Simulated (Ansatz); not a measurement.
Ansatz (a quantum-chemistry and plane-wave program) input (PBE0/def2-TZVP):

Ansatz 0.2 input:
```yaml
crystal:
  periodic: [false, false, false]
  atoms:
    - {symbol: O, position_ang: [1.12597235, 0.31349809, -0.45928207]}
    - {symbol: B, position_ang: [0.00766325, -0.00083978, 0.02086262]}
    - {symbol: O, position_ang: [-1.16366227, -0.30936783, 0.35667418]}
    - {symbol: H, position_ang: [2.03405412, -0.00587611, -0.34018973]}
    - {symbol: H, position_ang: [-1.77085104, -0.02296707, 1.05673972]}
basis:
  gaussian:
    orbitals: def2-TZVP
hamiltonian:
  xc: {name: PBE0}
total_charge: 1
```

Output:

```
Functional definition: PBE0
integrals: 0.02 GiB planned
559 factors; their error is unknown
mean field: 0.24 GiB planned
mean field evaluation 1: about -4777.5077 eV, gradient 1.1e2 eV
mean field evaluation 2: about -4758.3895 eV, gradient 1.4e2 eV
mean field evaluation 4: about -4793.4939 eV, gradient 3.4e0 eV
mean field evaluation 8: about -4793.5149 eV, gradient 4.9e-2 eV
mean field evaluation 16: about -4793.5280 eV, gradient 2.8e-5 eV
mean field -4793.52803219 eV, -176.1589060129 hartree, gradient 2.8e-5 eV, S^2 0.000000; 0 other end points of the search recorded, 0 dependent functions left out
reference -4793.52805026 eV, -176.1589066772 hartree; 11, 11 occupied and 94, 94 virtual orbitals, 559 factors
Total energy: -4793.52805026 eV, -176.1589066772 hartree
```
